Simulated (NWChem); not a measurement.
System meant: C4H4ClF; SMILES C=C(F)C(=C)Cl

NWChem input:

```
start job
memory heap 200 mb stack 900 mb global 1100 mb
geometry units angstroms noautoz
  C     -1.671274     1.017451     0.000000
  C     -0.339564     0.953882     0.000000
  F      0.384264     2.077758     0.000000
  C      0.504700    -0.247547     0.000000
  C      1.841273    -0.203868     0.000000
  Cl    -0.334346    -1.764608     0.000000
  H     -2.167929     1.988389     0.000000
  H     -2.263666     0.104825     0.000000
  H      2.347355     0.762050     0.000000
  H      2.435972    -1.117753     0.000000
end
basis spherical
  * library def2-svp
end
dft
  xc pbe0
  iterations 4
  mulliken
end
task dft energy
```

End of the output:

```
    Atom       Charge   Shell Charges
 -----------   ------   -------------------------------------------------------
    1 C    6     6.09   1.97  0.60  0.32  1.89  1.25  0.06
    2 C    6     5.95   1.96  0.62  0.28  1.83  1.05  0.19
    3 F    9     9.06   1.98  1.01  0.73  3.21  2.11  0.01
    4 C    6     6.14   1.97  0.64  0.31  1.87  1.23  0.12
    5 C    6     6.06   1.97  0.60  0.32  1.87  1.23  0.07
    6 Cl  17    16.87   2.00  1.96  1.03  0.77  5.82  2.26  2.99  0.04
    7 H    1     0.95   0.62  0.26  0.07
    8 H    1     0.96   0.62  0.27  0.07
    9 H    1     0.96   0.62  0.26  0.07
   10 H    1     0.96   0.62  0.26  0.07

 center of mass
 --------------
 x =  -0.00507094 y =  -0.02452100 z =   0.00000000

 moments of inertia (a.u.)
 ------------------
         790.180097393046           0.000000000000           0.000000000000
           0.000000000000         381.355853968450           0.000000000000
           0.000000000000           0.000000000000        1171.535951361496

     Multipole analysis of the density
     ---------------------------------

     L   x y z        total         alpha         beta         nuclear
     -   - - -        -----         -----         ----         -------
     0   0 0 0     -0.000000    -27.000000    -27.000000     54.000000

     1   1 0 0      0.038081      0.019041      0.019041     -0.000000
     1   0 1 0     -0.024316     -0.012158     -0.012158      0.000000
     1   0 0 1     -0.000000     -0.000000     -0.000000      0.000000

     2   2 0 0    -26.741867   -127.317597   -127.317597    227.893328
     2   1 1 0     -1.166601      5.495944      5.495944    -12.158488
     2   1 0 1      0.000000      0.000000      0.000000      0.000000
     2   0 2 0    -31.423848   -211.886693   -211.886693    392.349539
     2   0 1 1     -0.000000     -0.000000     -0.000000      0.000000
     2   0 0 2    -32.108636    -16.054318    -16.054318      0.000000

 ------------------------------------------------------------------------
 dft energy failed                                                                                  0
 ------------------------------------------------------------------------
 ------------------------------------------------------------------------
  current input line :
    23: task dft energy
 ------------------------------------------------------------------------
 ------------------------------------------------------------------------
 This type of error is most commonly associated with calculations not reaching convergence criteria
 ------------------------------------------------------------------------
 For more information see the NWChem manual at https://nwchemgit.github.io

0:dft energy failed:Received an Error in Communication
```

### Question
Find the fault in this run and fix the input.

### Answer
The run did not converge; its last values are not results. Cause: the SCF was allowed too few iterations. This input runs:
```
start job
memory heap 200 mb stack 900 mb global 1100 mb
geometry units angstroms noautoz
  C     -1.671274     1.017451     0.000000
  C     -0.339564     0.953882     0.000000
  F      0.384264     2.077758     0.000000
  C      0.504700    -0.247547     0.000000
  C      1.841273    -0.203868     0.000000
  Cl    -0.334346    -1.764608     0.000000
  H     -2.167929     1.988389     0.000000
  H     -2.263666     0.104825     0.000000
  H      2.347355     0.762050     0.000000
  H      2.435972    -1.117753     0.000000
end
basis spherical
  * library def2-svp
end
dft
  xc pbe0
  iterations 150
  mulliken
end
task dft energy
```
It converges to -714.05991 Ha (PBE0/def2-SVP).
